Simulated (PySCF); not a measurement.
How methods differ on the ionisation energy of W

W [Xe] 4f14 5d4 6s2 (5D) → W⁺ [Xe] 4f14 5d4 6s1 (6D), as a difference of total energies. All numbers are calculated (PySCF 2.14, a scalar-relativistic core potential, in cc-pVTZ-PP with ECP60MDF (5s5p4d2f1g, 63 functions)). Correlated levels: valence: 5s2 5p6 frozen. The calculations carry no spin-orbit coupling.

```json
{"method": "UHF", "ionisation energy (eV)": "5.884", "error (eV)": "-1.941"}
{"method": "PBE", "ionisation energy (eV)": "7.484", "error (eV)": "-0.341"}
{"method": "MN15", "ionisation energy (eV)": "7.863", "error (eV)": "+0.038"}
{"method": "MP2 (valence)", "ionisation energy (eV)": "7.186", "error (eV)": "-0.639"}
{"method": "SCS-MP2 (valence)", "ionisation energy (eV)": "7.453", "error (eV)": "-0.372"}
```

Reference: 7.825 eV (measured; NIST levels, between the centres of gravity of the two terms).

Errors of the correlated levels include the incompleteness of this basis and the frozen core.

MP2 underrates the near-degeneracy of ns² with np² in the lower species.
